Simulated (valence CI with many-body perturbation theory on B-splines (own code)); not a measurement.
# Hf+: one-electron terms

Calculated by configuration interaction combined with many-body perturbation theory (CI+MBPT): three valence electrons over a frozen Dirac-Fock core [Xe] 4f14, a basis of 9 s, 9 p, 10 d, 8 f, 5 g, 3 h, 1 i functions for each j, with the one-electron correlation potential Σ1, the two-electron term Σ2, the three-electron term Σ3, Breit, model QED; selected CI, second order for the rest (own B-spline code, finite nucleus).

Against 13 measured levels this calculation errs by 602 cm⁻¹ on average and by 1220 at most. These come from a selection out of the NIST Handbook of Basic Atomic Spectroscopic Data. Levels without a partner in it may be off by more, other configurations by 1,000 to 4,000 cm⁻¹. 1 measured level below the end of the list, from 34942 cm⁻¹ on, found no clear computed partner.

These are the spectroscopic orbitals of the CI (the correlating ones are not listed), shaped by the core and the other valence electrons. h is the expectation value of the core's Dirac-Fock operator, without the valence repulsion; Σ1 is computed up to l = 3 at one energy for each symmetry, that of its lowest orbital but kept below the first core excitation, so for empty shells it is not the orbital's own correlation shift; Breit and QED include the response of the core.

```csv
Orbital,h (hartree),Σ1 (cm⁻¹),Breit (cm⁻¹),QED (cm⁻¹),⟨r⟩ (bohr)
6s1/2,-1.0797,-6516,80.1,110,3.225
7s1/2,-0.54402,-1631,29.0,37.1,6.756
8s1/2,-0.31637,-537,10.1,13.0,12.23
6p1/2,-0.86686,-4141,108,-0.9,3.844
7p1/2,-0.44555,-961,31.5,-0.3,8.285
8p1/2,-0.27417,-403,13.9,-0.1,14.05
6p3/2,-0.82583,-3371,50.2,5.3,4.072
7p3/2,-0.43026,-829,15.4,1.6,8.604
8p3/2,-0.26725,-355,7.8,0.7,14.40
5d3/2,-1.1472,-9967,-6.8,-44.9,2.308
6d3/2,-0.52141,-1409,7.6,-7.5,6.606
7d3/2,-0.30291,-493,3.3,-2.7,12.50
5d5/2,-1.1279,-9142,-62.1,-33.9,2.374
6d5/2,-0.51618,-1355,-5.3,-5.6,6.693
7d5/2,-0.30061,-477,-1.4,-2.0,12.60
5f5/2,-0.39746,-334,-0.6,-0.2,8.369
6f5/2,-0.25978,-224,-0.6,-0.2,14.25
5f7/2,-0.3974,-330,-0.9,-0.1,8.370
6f7/2,-0.25974,-220,-0.8,-0.1,14.25
5g7/2,-0.24317,,0.0,0.0,13.38
5g9/2,-0.24317,,0.0,0.0,13.38
```

Among the shells of the start configuration 5d1 6s2, Σ1 is largest in size for 5d3/2, where it is 4.0 % of h.

Lowest root of each symmetry, sizes in configuration state functions:

```
   J  Parity  Roots  Reference  Variational  Second order  Change by selected CI (cm⁻¹)  Change by second order (cm⁻¹)
 1/2    even      5         50        10848         36682                         -3756                             -6
 3/2    even     10         80        17899         67554                         -3391                             -6
 5/2    even     10         83        19949         89524                         -3254                             -7
 7/2    even      6         59        16182         98060                         -3047                             -7
 9/2    even      5         37        12622         92589                         -3084                             -8
11/2    even      1         13         7560         79005                         -5810                            -25
 1/2     odd      6         53         9118         36092                         -4432                             -5
 3/2     odd      9         89        14339         67330                         -3347                             -4
 5/2     odd     10         94        16804         87110                         -3504                             -5
 7/2     odd      7         79        16142         92968                         -3562                             -5
 9/2     odd      3         51        11398         93127                         -3588                             -6
11/2     odd      1         28         6231         72231                         -3937                            -14
```
